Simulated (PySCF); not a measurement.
PySCF input file for Sn(H)(SH) (H2SSn), SMILES [SH][SnH] (connectivity only; charge and spin as stated), neutral, multiplicity 1, B3LYP-D3(BJ)/def2-TZVP. Geometry: B3LYP-D3(BJ)/def2-TZVP. The def2 effective core potentials stand for the cores of Sn; spin–orbit coupling is left out.

```python
import numpy as np
from pyscf import gto, scf, dft, df
from pyscf.hessian import thermo

mol = gto.M(
    atom='''
    Sn    0.03768809    0.61158019    0.00000000
    H    -1.74200893    0.66647935    0.00000000
    S    -0.08656660   -1.82606599    0.00000000
    H     1.24266999   -2.02843279    0.00000000
    ''',
    basis='def2-TZVP',
    ecp={'Sn': 'def2-tzvp'},
    charge=0,
    spin=0,
    max_memory=1600,
    verbose=3,
)
mf = dft.RKS(mol, xc='b3lyp').density_fit(auxbasis='def2-universal-jkfit')
mf.disp = 'd3bj'
mf.grids.level = 3
mf.conv_tol = 1e-11
mf.max_cycle = 100
mf.kernel()

# [left out here: the lines that compute and print the analytic Hessian (its translational invariance restored by hand, since the grid's response is missing), thermochemistry and intensities]
```

Program output:

```
converged SCF energy = -613.829958382417

WARN: DFTD3 does not support analytical Hessian, using finite difference


WARN: Mole.unit (angstrom) is changed to Bohr

Mode                                 0                   1                   2
Irrep
Freq [cm^-1]                      332.8918            482.9128            503.8462
Reduced mass [au]                  22.2351              1.0328              1.0252
Force const [Dyne/A]                1.4518              0.1419              0.1533
Char temp [K]                     478.9571            694.8041            724.9225
Normal mode                   x     y     z       x     y     z       x     y     z
       0  Sn                 0.00  0.04 -0.00    0.00  0.00  0.00   -0.00 -0.01  0.00
       1   H                 0.00  0.03  0.00   -0.00 -0.00 -0.59    0.02  0.84 -0.00
       2   S                -0.00 -0.15 -0.00   -0.00  0.00  0.03    0.01 -0.02  0.00
       3   H                -0.00 -0.13  0.00   -0.00 -0.00 -0.79    0.08  0.52 -0.00
Mode                                 3                   4                   5
Irrep
Freq [cm^-1]                      739.1084           1700.8165           2666.2609
Reduced mass [au]                   1.0584              1.0165              1.0386
Force const [Dyne/A]                0.3407              1.7325              4.3502
Char temp [K]                    1063.4125           2447.0962           3836.1557
Normal mode                   x     y     z       x     y     z       x     y     z
       0  Sn                -0.01 -0.00 -0.00    0.01 -0.00 -0.00   -0.00 -0.00 -0.00
       1   H                 0.01  0.51  0.00   -0.99  0.03  0.00    0.01  0.00  0.00
       2   S                 0.03  0.02 -0.00   -0.00 -0.00 -0.00   -0.03  0.00 -0.00
       3   H                -0.10 -0.82  0.00    0.01 -0.01  0.00    0.97 -0.15  0.00
temperature 298.1500 [K]
pressure 101325.00 [Pa]
Rotational constants [GHz] 102.95803 3.26147 3.16133
Symmetry number 1
Zero-point energy (ZPE) 0.01464 [Eh]   38435.038 [J/mol]
                           tot       elec      trans        rot        vib
Entropy [J/mol/K]       280.650      0.000    171.466     97.197     11.987
Cv [J/mol/K]             45.582      0.000     12.472     12.472     20.639
Cp [J/mol/K]             53.897      0.000     20.786     12.472     20.639
Internal energy [J/mol]                      3718.434   3718.434  40900.360
Internal energy [Eh]   -613.81155  -613.82996
Enthalpy [J/mol]                             6197.391   3718.434  40900.360
Enthalpy [Eh]          -613.81060
Gibbs free energy [J/mol]                  -44925.325 -25260.766  37326.531
Gibbs free energy [Eh] -613.84247
mode   freq/cm-1   IR/(km/mol)
   1      332.89        35.629
   2      482.91         0.077
   3      503.85        15.094
   4      739.11        22.568
   5     1700.82       386.115
   6     2666.26         0.939
max |gradient| / (hartree/bohr): 2.535329859474748e-05
APT charges: [ 0.7107 -0.2941 -0.4509  0.0343]
```

The calculation finished and met its thresholds.
